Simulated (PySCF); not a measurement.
Ionisation energy of Pm⁴⁹⁺ by level of theory

Pm⁴⁹⁺ [Ne] 3s2 → Pm⁵⁰⁺ [Ne] 3s1 [3s1/2^1, M_J = 1/2], as a difference of total energies. All numbers are calculated (PySCF 2.14, the two-component X2C-1e Hamiltonian, in an uncontracted even-tempered set (18 s from 13 bohr⁻², ratio 2.4; 14 p from 16 bohr⁻², ratio 2.4; 4 d from 54 bohr⁻², ratio 2.6; 4 f from 81 bohr⁻², ratio 2.6)). Correlated levels: 1s2 frozen; the 54 highest virtual spinors dropped. "Screened" scales the spin-orbit matrix elements by Boettger's factors to mimic the two-electron term; Breit and QED terms are absent.

```csv
method,ionisation energy (eV)
GHF (spin-free),4374.4
GHF (screened spin-orbit),4374.2
GMP2 (screened spin-orbit),4377.8
```

**Question.** How much does correlation contribute at GMP2 (screened spin-orbit)?

**Answer.** 4377.8 − (4374.2) = 3.6 eV, measured against GHF (screened spin-orbit).

Breit and QED terms and the two-electron picture change are absent.

For comparison: 4371 ± 4 eV (theoretical estimate listed by NIST; NIST Atomic Spectra Database, ionization energies).
